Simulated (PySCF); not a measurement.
Compound: C2H4BrFSi.
SMILES: `F[C@@H]1C[Si@H]1Br`

Method used: PySCF, PBE0-D3(BJ)/def2-SVP geometry optimisation, gas phase.

Masses are those of the commonest isotopes; rigid-rotor values at the optimised geometry. 

Question: What are A, B and C (MHz)?

Answer: Ia = 61.77, Ib = 500.91, Ic = 514.89 u·Å²; 505379 MHz·u·Å²/I gives A = 8182, B = 1009, C = 981.5 MHz.

Question: Classify the top.

Answer: A near-prolate asymmetric top: κ = (2 × 1009 − 8182 − 981.5)/(8182 − 981.5) = -0.99.

Question: What does the inertial defect say?

Answer: Not planar: Δ = Ic − Ia − Ib = -47.79 u·Å². For a rigid frame Δ = −2 Σ m c², so Σ m c² = 23.89 u·Å² lies off the ab plane: 8.24 from hydrogen and 15.65 from heavier atoms. The atom farthest from that plane is 2.09 Å away.

Question: Give the other two planar moments, Paa and Pbb, and the rms extents of the mass along the axes.

Answer: Paa = Σ m a² = (Ib + Ic − Ia)/2 = 477.02 and Pbb = Σ m b² = (Ia + Ic − Ib)/2 = 37.87 u·Å². With the mass M = 153.92 u, the rms extents √(P/M) along a, b and c are 1.76, 0.50, 0.39 Å.

Question: Which lines would a microwave search look for?

Answer: The dipole components are |μa| = 0.25 D, |μb| = 0.91 D, |μc| = 0.11 D. Intensities carry the squares of the components, which stand as 0.08 : 1.00 : 0.01 (a : b : c). Some lines, for components of 0.1 D or more:

```json
{"type": "b", "branch": "R", "J(Ka,Kc)": "4(0,4) ← 3(1,3)", "MHz": "856", "lower level (cm⁻¹)": "0.635"}
{"type": "b", "branch": "Q", "J(Ka,Kc)": "4(1,3) ← 4(0,4)", "MHz": "7325", "lower level (cm⁻¹)": "0.664"}
{"type": "a", "branch": "R", "J(Ka,Kc)": "4(1,4) ← 3(1,3)", "MHz": "7907", "lower level (cm⁻¹)": "0.635"}
{"type": "a", "branch": "R", "J(Ka,Kc)": "4(0,4) ← 3(0,3)", "MHz": "7961", "lower level (cm⁻¹)": "0.398"}
{"type": "b", "branch": "R", "J(Ka,Kc)": "2(1,2) ← 1(0,1)", "MHz": "11127", "lower level (cm⁻¹)": "0.066"}
{"type": "b", "branch": "R", "J(Ka,Kc)": "3(1,3) ← 2(0,2)", "MHz": "13076", "lower level (cm⁻¹)": "0.199"}
{"type": "c", "branch": "R", "J(Ka,Kc)": "3(1,2) ← 2(0,2)", "MHz": "13241", "lower level (cm⁻¹)": "0.199"}
{"type": "b", "branch": "R", "J(Ka,Kc)": "4(1,4) ← 3(0,3)", "MHz": "15012", "lower level (cm⁻¹)": "0.398"}
{"type": "c", "branch": "Q", "J(Ka,Kc)": "4(2,3) ← 4(1,3)", "MHz": "21424", "lower level (cm⁻¹)": "0.908"}
{"type": "c", "branch": "Q", "J(Ka,Kc)": "3(2,2) ← 3(1,2)", "MHz": "21479", "lower level (cm⁻¹)": "0.641"}
{"type": "b", "branch": "Q", "J(Ka,Kc)": "3(2,1) ← 3(1,2)", "MHz": "21479", "lower level (cm⁻¹)": "0.641"}
{"type": "b", "branch": "R", "J(Ka,Kc)": "2(2,0) ← 1(1,1)", "MHz": "25556", "lower level (cm⁻¹)": "0.306"}
{"type": "b", "branch": "R", "J(Ka,Kc)": "3(2,2) ← 2(1,1)", "MHz": "27491", "lower level (cm⁻¹)": "0.440"}
{"type": "b", "branch": "Q", "J(Ka,Kc)": "4(3,2) ← 4(2,3)", "MHz": "35935", "lower level (cm⁻¹)": "1.623"}
{"type": "b", "branch": "R", "J(Ka,Kc)": "4(3,2) ← 3(2,1)", "MHz": "43897", "lower level (cm⁻¹)": "1.357"}
{"type": "c", "branch": "R", "J(Ka,Kc)": "4(3,2) ← 3(2,2)", "MHz": "43897", "lower level (cm⁻¹)": "1.357"}
{"type": "b", "branch": "R", "J(Ka,Kc)": "4(3,1) ← 3(2,2)", "MHz": "43897", "lower level (cm⁻¹)": "1.357"}
{"type": "c", "branch": "Q", "J(Ka,Kc)": "4(4,1) ← 4(3,1)", "MHz": "50309", "lower level (cm⁻¹)": "2.822"}
{"type": "b", "branch": "R", "J(Ka,Kc)": "4(4,1) ← 3(3,0)", "MHz": "58271", "lower level (cm⁻¹)": "2.556"}
{"type": "c", "branch": "R", "J(Ka,Kc)": "4(4,1) ← 3(3,1)", "MHz": "58271", "lower level (cm⁻¹)": "2.556"}
```

Question: Estimate the classical rotational partition function at 50 K, 200 K and 500 K.

Answer: Point group C1, symmetry number σ = 1; q = (√π/σ)·√((kT/h)³/(ABC)), k/h = 20836.6 MHz/K: 20900 at 50 K, 168000 at 200 K, 662000 at 500 K.

No PBE0-D3(BJ)/def2-SVP frequencies stand behind this structure, so it isn't proved a minimum. Constants of a rigid frame at the computed geometry: no zero-point averaging, no centrifugal distortion. Quadrupole hyperfine structure (79Br) is left out.
